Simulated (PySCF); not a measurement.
These are TPSSh-D3(BJ)/def2-TZVP // PBE-D3(BJ)/def2-SVP (PySCF) values and carry that method's errors. All species are isolated molecules in the gas phase. One relaxed conformer stands for a flexible species; it need not be the lowest. 

Reference species: [Zn(NH2)2] (neutral, multiplicity 1).

charge on the central atom (meta-Löwdin): 1.12 e
HOMO: -6.09 eV
HOMO–LUMO gap: 5.35 eV

Changed species: [Zn(Br)2] (2 of 2 NH2 replaced by Br; the reference has 0 of 2 NH2 replaced by Br).

### Question
Predict the effect on the charge on the central atom (meta-Löwdin), HOMO and HOMO–LUMO gap.

### Answer
the charge on the central atom (meta-Löwdin) increases by 0.06 e, to 1.18 e; the HOMO drops by 1.81 eV, to -7.90 eV; the HOMO–LUMO gap goes up by 0.32 eV, to 5.67 eV.
